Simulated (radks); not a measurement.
Results of a calculation; reference values are marked as such.
Species: the neodymium ion Nd+. Configuration: [Xe] 4f4 6s1. Level of theory: Dirac Kohn-Sham, PBE, spin-unpolarised, spherical densities, point nucleus; open shells fill j = l - 1/2 first (a radial shooting solver on a logarithmic mesh with Libxc functionals).

Spin-orbit splittings of the eigenvalues, e(l+1/2) - e(l-1/2), with zeta = 2 splitting/(2l+1) and mean radii in bohr:

| shell | occ. | splitting (eV) | zeta (eV) | <r> j=l-1/2 | <r> j=l+1/2 |
|---|---|---|---|---|---|
| 2p | 6 | 520.1 | 346.7 | 0.08422 | 0.09063 |
| 3p | 6 | 103.8 | 69.22 | 0.2556 | 0.2681 |
| 3d | 10 | 22.44 | 8.977 | 0.2394 | 0.2433 |
| 4p | 6 | 22.50 | 15.00 | 0.6239 | 0.6521 |
| 4d | 10 | 3.973 | 1.589 | 0.7016 | 0.7117 |
| 4f | 4 | 0.4029 | 0.1151 | 1.101 | 1.122 |
| 5p | 6 | 3.023 | 2.015 | 1.664 | 1.754 |
